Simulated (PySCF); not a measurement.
**K (potassium, neutral) across methods**

[Ar] 3d1, 2D determinant (an excited configuration). Computed with PySCF 2.14 in dyall-av3z (25s18p5d2f, 118 functions), with scalar relativity by spin-free X2C-1e.

```
   method  E (hartree)  mean ε 3p α (eV)  mean ε 3p β (eV)  mean ε 3d α (eV)  Σ⟨r²⟩ (bohr²)   ⟨S²⟩
      PBE     -601.942           -20.506           -20.449            -0.958          91.66  0.750
     BP86     -602.219           -20.594           -20.545            -1.053          91.83  0.750
     PBE0     -601.979           -22.751           -22.702            -1.182          96.25  0.750
  LC-wPBE     -602.006           -26.099           -26.067            -1.758          104.7  0.750
CAM-B3LYP     -602.171           -24.181           -24.136            -1.456          94.52  0.750
      UHF   -601.37365           -28.284           -28.265            -1.555          111.4  0.750
      LDA     -600.402           -20.506           -20.450            -0.871          90.79  0.750
   r2SCAN     -602.110           -21.321           -21.275            -0.870          96.39  0.750
```
